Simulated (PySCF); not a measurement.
H2Sb, SMILES [SbH2-], charge -1. Atoms are numbered in the order given.

```xyz
3

Sb     0.0000     0.0000    -0.0460
H      0.0000     1.2255     1.1729
H      0.0000    -1.2255     1.1729
```
Charge -1, spin multiplicity 1.

Geometry: r2SCAN-D4/def2-TZVPD. The def2 effective core potentials stand for the cores of Sb; spin–orbit coupling is left out.

Method: r2SCAN/def2-TZVPD (PySCF).

Symmetry labels are those of the subgroup C2v that the program uses (full group C2v).

List the valence orbital energies around the gap with their symmetry. (An estimate is asked for; the answer gives what the named calculation found.)


```tsv
orbital	symmetry	energy (eV)
HOMO−7	A1	-26.90
HOMO−6	A2	-26.75
HOMO−5	B1	-26.67
HOMO−4	A1	-26.67
HOMO−3	A1	-7.94
HOMO−2	B2	-2.65
HOMO−1	A1	-1.22
HOMO	B1	1.35
LUMO	A1	4.39
LUMO+1	B2	4.58
LUMO+2	A1	5.95
LUMO+3	A1	6.48
```
